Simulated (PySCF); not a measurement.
C₁₀H₉ (doublet state).
Numbering: `[CH:1]#[C:2][C:3]1=[CH:4][CH:5][CH2:6][CH:7]=[C:8]1[CH:9]=[CH2:10]` (hydrogens: H11 on C1; H12 on C4; H13 on C5; H14, H15 on C6; H16 on C7; H17 on C9; H18, H19 on C10)

Method: PBE0-D3(BJ)/def2-SVP geometry optimisation, gas phase in PySCF 2.14.0.

List the bond lengths, angles and torsions at this level.

| bond | length (Å) |
| --- | --- |
| C1≡C2 | 1.222 |
| C2–C3 | 1.407 |
| C3=C4 | 1.437 |
| C4–C5 | 1.356 |
| C5–C6 | 1.487 |
| C6–C7 | 1.486 |
| C7=C8 | 1.371 |
| C8–C9 | 1.470 |
| C9=C10 | 1.339 |
| C3–C8 | 1.450 |
| C1–H11 | 1.074 |
| C4–H12 | 1.092 |
| C5–H13 | 1.093 |
| C6–H14, C6–H15 | 1.111 |
| C7–H16 | 1.094 |
| C9–H17 | 1.096 |
| C10–H18 | 1.089 |
| C10–H19 | 1.093 |

Bonds in one row agree within 0.01 Å and their mean is given. A selection of angles:
| angle | degrees |
| --- | --- |
| C1–C2–C3 | 174.7 |
| C2–C3–C4 | 116.4 |
| C2–C3–C8 | 125.0 |
| C4–C3–C8 | 118.7 |
| C3–C4–C5 | 122.9 |
| C4–C5–C6 | 121.6 |
| C5–C6–C7 | 113.4 |
| C6–C7–C8 | 125.0 |
| C7–C8–C9 | 116.5 |
| C3–C8–C7 | 118.4 |
| C3–C8–C9 | 125.1 |
| C8–C9–C10 | 130.0 |

Torsions: C2–C3–C4–C5 180° (antiperiplanar); C3–C4–C5–C6 0° (synperiplanar); C4–C5–C6–C7 1° (synperiplanar); C5–C6–C7–C8 -1° (synperiplanar); C6–C7–C8–C9 180° (antiperiplanar); C7–C8–C9–C10 -179° (antiperiplanar); C2–C3–C8–C7 180° (antiperiplanar).

The 6-membered ring C3–C4–C5–C6–C7–C8 has internal angles of 113.4° to 125.0° (sum 720°, against 720° for a flat polygon); it is planar, 0.00 Å rms from its mean plane, widest ring torsion 1°. The 10 heavy atoms lie in one plane (0.008 Å rms). The 10 C–C bonds span 1.222 Å (C1≡C2, drawn triple in a drawing that doesn't fit all lengths) to 1.487 Å (C5–C6, drawn single in a drawing that doesn't fit all lengths), a spread of 0.265 Å. C3 (carbon bonded to 3 C) is planar (angles 125.0°, 118.7° and 116.4°, sum 360.0°, 0.00 Å off the plane of its three neighbours). Of the pairs four or more bonds apart, C2···H18 is among the closest relative to their van der Waals radii: 2.40 Å, 83 % of the sum of Bondi's values. C10 (carbon bonded to C and 2 H) is planar (angles 122.8°, 119.6° and 117.6°, sum 360.0°, 0.00 Å off the plane of its three neighbours). C9 (carbon bonded to 2 C and H) is planar (angles 130.0°, 117.3° and 112.7°, sum 360.0°, 0.00 Å off the plane of its three neighbours).

Stationary, but not proved a minimum. ⟨S²⟩ = 0.812 (exact for a doublet: 0.75).

On one thread, Arm Neoverse V1, on a shared host, this took 3.9 min. These figures are those of the optimisation.

One conformer stands for the species.
